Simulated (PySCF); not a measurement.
This script is equivalent to a calculation on He (helium, neutral).

```python
from pyscf import gto, scf, dft, mp, cc
import basis_set_exchange as bse
mol = gto.M(atom="He 0 0 0", charge=0, spin=0, symmetry="D2h",
            basis=gto.basis.parse(bse.get_basis("aug-cc-pVQZ", elements=["He"], fmt="nwchem", augment_diffuse=1)))
mf = dft.UKS(mol, xc="TPSSH")
mf.irrep_nelec = {'Ag': (1, 1)}
mf.kernel()
```

(1) What total energy does it give?

(2) Which occupied shell lies highest, and where?

Results:

(1) -2.909 hartree (calculated).

(2) 1s, at -17.229 eV.
